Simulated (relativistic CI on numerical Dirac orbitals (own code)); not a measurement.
Energy levels of Bi⁶⁴⁺

Computed by Dirac-Coulomb-Breit CI, separate exchange-only KLI orbitals for each configuration, model QED (radiative potential, 1s self-energy scaled to tabulated hydrogen-like ionisation energies), unscaled Slater integrals (own radial code, finite nucleus).

Configuration list (outside the closed core [Ne]): 3s2 3p6 3d, 3s2 3p5 3d2, 3s 3p6 3d2, 3s2 3p6 4s, 3s2 3p6 4p, 3s2 3p6 4d, 3s2 3p5 3d 4s, 3s2 3p6 4f, 3s2 3p5 3d 4p, 3p6 3d3, 3p5 3d4, 3p5 3d3 4s. Double excitations out of closed p, d and f shells are left out; levels of such configurations are missing from the list, as are those of other unlisted configurations, and high levels can miss mixing partners. These lack a partner that the ground configuration has and come out too high: 3s2 3p5 3d 4p.

The lowest level is 3s2 3p6 3d 2D_3/2, with 100 % of that term; Hund's rules for 3s2 3p6 3d give 2D with J = 3/2, in agreement.

| No. | Configuration | Term | J | E (eV) | % | Next component (%) | Landé g | Lifetime (s) |
| --- | --- | --- | --- | --- | --- | --- | --- | --- |
| 1 | 3s2 3p6 3d | 2D | 3/2 | 0.00 | 100 |  | 0.783 |  |
| 2 | 3s2 3p6 3d | 2D | 5/2 | 132.37 | 100 |  | 1.185 | 7.75e-08 |
| 3 | 3s2 3p5 3d2 | 4D° | 3/2 | 294.64 | 36 | 27 4F° | 0.936 | 2.41e-10 |
| 4 | 3s2 3p5 3d2 | 4D° | 1/2 | 298.40 | 79 | 18 2P° | 0.154 | 4.66e-11 |
| 5 | 3s2 3p5 3d2 | 4F° | 5/2 | 302.94 | 33 | 24 2D° | 0.994 | 8.71e-11 |
| 6 | 3s2 3p5 3d2 | 2G° | 7/2 | 305.12 | 35 | 29 4G° | 1.007 | 2.74e-07 |
| 7 | 3s2 3p5 3d2 | 2P° | 3/2 | 333.27 | 34 | 21 4P° | 1.314 | 2.57e-10 |
| 8 | 3s2 3p5 3d2 | 4D° | 5/2 | 419.80 | 49 | 22 2F° | 1.241 | 5.04e-09 |
| 9 | 3s2 3p5 3d2 | 4G° | 9/2 | 424.58 | 70 | 20 2G° | 1.159 | 6.13e-08 |
| 10 | 3s2 3p5 3d2 | 4F° | 7/2 | 428.80 | 48 | 27 4D° | 1.225 | 6.60e-11 |
| 11 | 3s2 3p5 3d2 | 4D° | 3/2 | 433.73 | 48 | 33 2D° | 1.085 | 2.65e-11 |
| 12 | 3s2 3p5 3d2 | 4P° | 5/2 | 435.75 | 41 | 30 2F° | 1.219 | 7.78e-11 |
| 13 | 3s2 3p5 3d2 | 2H° | 11/2 | 437.28 | 72 | 28 4G° | 1.125 | 1.09e-04 |
| 14 | 3s2 3p5 3d2 | 2G° | 7/2 | 439.11 | 42 | 30 2F° | 1.085 | 3.99e-10 |
| 15 | 3s2 3p5 3d2 | 2S° | 1/2 | 447.33 | 34 | 30 4P° | 1.617 | 1.29e-09 |
| 16 | 3s2 3p5 3d2 | 2F° | 7/2 | 452.25 | 37 | 31 2G° | 1.118 | 2.34e-10 |
| 17 | 3s2 3p5 3d2 | 4D° | 5/2 | 454.39 | 49 | 39 2D° | 1.244 | 1.49e-10 |
| 18 | 3s2 3p5 3d2 | 2G° | 9/2 | 457.98 | 63 | 20 2H° | 1.091 | 1.76e-06 |
| 19 | 3s2 3p5 3d2 | 4S° | 3/2 | 458.68 | 36 | 30 2D° | 1.444 | 2.24e-10 |
| 20 | 3s2 3p5 3d2 | 2D° | 3/2 | 480.39 | 45 | 25 4F° | 0.865 | 6.49e-13 |
| 21 | 3s2 3p5 3d2 | 2F° | 5/2 | 488.27 | 82 | 10 2D° | 0.871 | 5.13e-13 |
| 22 | 3s2 3p5 3d2 | 2P° | 1/2 | 495.57 | 74 | 20 4D° | 0.629 | 4.75e-13 |
| 23 | 3s2 3p5 3d2 | 4G° | 11/2 | 556.47 | 72 | 28 2H° | 1.207 | 4.37e-08 |
| 24 | 3s2 3p5 3d2 | 2D° | 5/2 | 566.07 | 52 | 19 2F° | 1.199 | 2.38e-10 |
| 25 | 3s2 3p5 3d2 | 4F° | 9/2 | 569.04 | 49 | 43 2G° | 1.189 | 3.85e-08 |
| 26 | 3s2 3p5 3d2 | 2F° | 7/2 | 573.21 | 51 | 40 4D° | 1.225 | 5.41e-12 |
| 27 | 3s2 3p5 3d2 | 2P° | 1/2 | 581.84 | 59 | 27 2S° | 1.112 | 1.28e-10 |
| 28 | 3s2 3p5 3d2 | 2F° | 7/2 | 599.41 | 45 | 31 4D° | 1.160 | 1.58e-12 |
| 29 | 3s2 3p5 3d2 | 2P° | 3/2 | 609.83 | 52 | 27 2D° | 1.264 | 1.60e-11 |
| 30 | 3s2 3p5 3d2 | 2D° | 5/2 | 621.71 | 56 | 14 2F° | 1.161 | 4.54e-13 |
| 31 | 3s2 3p5 3d2 | 2P° | 3/2 | 624.24 | 60 | 12 2D° | 1.288 | 5.73e-13 |
| 32 | 3s2 3p5 3d2 | 4G° | 5/2 | 900.50 | 48 | 40 2F° | 0.744 | 4.61e-13 |
| 33 | 3s2 3p5 3d2 | 2P° | 1/2 | 951.16 | 53 | 34 4D° | 0.641 | 1.36e-13 |
| 34 | 3s2 3p5 3d2 | 2D° | 3/2 | 954.61 | 54 | 26 4F° | 0.785 | 6.88e-14 |
| 35 | 3s2 3p5 3d2 | 4G° | 7/2 | 1024.20 | 49 | 22 2G° | 1.003 | 3.08e-11 |
| 36 | 3s2 3p5 3d2 | 2D° | 5/2 | 1027.14 | 26 | 23 4F° | 1.049 | 2.73e-12 |
| 37 | 3s2 3p5 3d2 | 4D° | 3/2 | 1034.27 | 40 | 26 2D° | 1.143 | 6.56e-12 |
| 38 | 3s2 3p5 3d2 | 4P° | 1/2 | 1037.68 | 47 | 28 4D° | 1.745 | 5.15e-10 |
| 39 | 3s2 3p5 3d2 | 2H° | 9/2 | 1040.51 | 53 | 33 2G° | 1.006 | 5.05e-10 |
| 40 | 3s2 3p5 3d2 | 2D° | 5/2 | 1072.44 | 37 | 24 4D° | 1.131 | 1.05e-13 |
| 41 | 3s2 3p5 3d2 | 2F° | 7/2 | 1075.72 | 55 | 26 2G° | 1.102 | 1.22e-13 |
| 42 | 3s2 3p5 3d2 | 2P° | 3/2 | 1083.60 | 43 | 21 4D° | 1.318 | 1.03e-13 |
| 43 | 3s2 3p5 3d2 | 4D° | 7/2 | 1158.63 | 37 | 29 2F° | 1.217 | 1.73e-11 |
| 44 | 3s 3p6 3d2 | 4F | 3/2 | 1164.55 | 75 | 22 2D | 0.499 | 8.13e-14 |
| 45 | 3s2 3p5 3d2 | 2G° | 9/2 | 1167.28 | 42 | 22 4G° | 1.110 | 4.85e-10 |
| 46 | 3s2 3p5 3d2 | 2P° | 3/2 | 1171.27 | 31 | 27 2D° | 1.316 | 1.01e-10 |
| 47 | 3s 3p6 3d2 | 4F | 5/2 | 1175.79 | 41 | 29 2F | 1.032 | 8.02e-14 |
| 48 | 3s2 3p5 3d2 | 2F° | 5/2 | 1176.32 | 38 | 32 2D° | 1.083 | 2.89e-10 |
| 49 | 3s 3p6 3d2 | 4P | 1/2 | 1200.14 | 53 | 32 2S | 2.135 | 8.06e-14 |
| 50 | 3s2 3p5 3d2 | 2P° | 1/2 | 1203.42 | 75 | 18 4D° | 0.643 | 2.68e-11 |
| 51 | 3s 3p6 3d2 | 4F | 7/2 | 1293.17 | 87 | 9 2F | 1.200 | 8.11e-14 |
| 52 | 3s 3p6 3d2 | 4F | 5/2 | 1298.13 | 52 | 24 4P | 1.161 | 8.18e-14 |
| 53 | 3s 3p6 3d2 | 4P | 3/2 | 1305.93 | 84 | 9 2D | 1.547 | 8.16e-14 |
| 54 | 3s 3p6 3d2 | 2G | 9/2 | 1312.35 | 69 | 31 4F | 1.163 | 8.07e-14 |
| 55 | 3s 3p6 3d2 | 2F | 5/2 | 1316.00 | 57 | 30 4P | 1.099 | 8.18e-14 |
| 56 | 3s 3p6 3d2 | 2G | 7/2 | 1322.66 | 75 | 25 2F | 0.936 | 8.28e-14 |
| 57 | 3s 3p6 3d2 | 2P | 3/2 | 1324.86 | 49 | 28 2D | 1.079 | 8.23e-14 |
| 58 | 3s 3p6 3d2 | 2P | 1/2 | 1331.91 | 70 | 28 4P | 1.241 | 8.24e-14 |
| 59 | 3s 3p6 3d2 | 4F | 9/2 | 1427.57 | 69 | 31 2G | 1.249 | 8.16e-14 |
| 60 | 3s 3p6 3d2 | 2D | 5/2 | 1442.77 | 51 | 41 4P | 1.327 | 8.21e-14 |
| 61 | 3s 3p6 3d2 | 2F | 7/2 | 1450.30 | 66 | 21 2G | 1.087 | 8.40e-14 |
| 62 | 3s 3p6 3d2 | 2P | 3/2 | 1456.97 | 49 | 41 2D | 1.080 | 8.36e-14 |
| 63 | 3s 3p6 3d2 | 2S | 1/2 | 1477.41 | 66 | 19 4P | 1.902 | 8.27e-14 |
| 64 | 3p6 3d3 | 2D | 3/2 | 2367.84 | 42 | 41 4F | 0.736 |  |
| 65 | 3p6 3d3 | 4F | 5/2 | 2487.56 | 80 | 18 2D | 1.051 |  |
| 66 | 3p6 3d3 | 4P | 3/2 | 2495.30 | 38 | 34 4F | 1.151 |  |
| 67 | 3p6 3d3 | 2H | 9/2 | 2498.53 | 49 | 41 2G | 1.019 |  |
| 68 | 3p6 3d3 | 2G | 7/2 | 2499.79 | 51 | 27 4F | 1.024 |  |
| 69 | 3p6 3d3 | 4P | 1/2 | 2502.18 | 56 | 44 2P | 1.780 |  |
| 70 | 3p6 3d3 | 2D | 5/2 | 2531.52 | 49 | 26 4P | 1.205 |  |

Energies count from the lowest computed level; ° marks odd parity; lifetimes are radiative, by E1, M1, E2, M2, E3 decay to levels of this space only; some are left blank where a channel outside the calculation adds to the decay or the decay crosses a small, uncertain gap.

The mean weight of the leading LS term, summed over parents, in these 70 levels is 54 %, and that of the leading jj configuration (from the same eigenvectors) 99 %, so jj coupling describes them better and the LS labels are nominal.

At this charge energies of transitions that change n are usually good to better than 1 %, and those within a shell (Δn = 0) to a few per cent.

LS names give the leading component of a level, which can be under half, so a name can repeat, a term be missing and a line seem to break the LS rules.
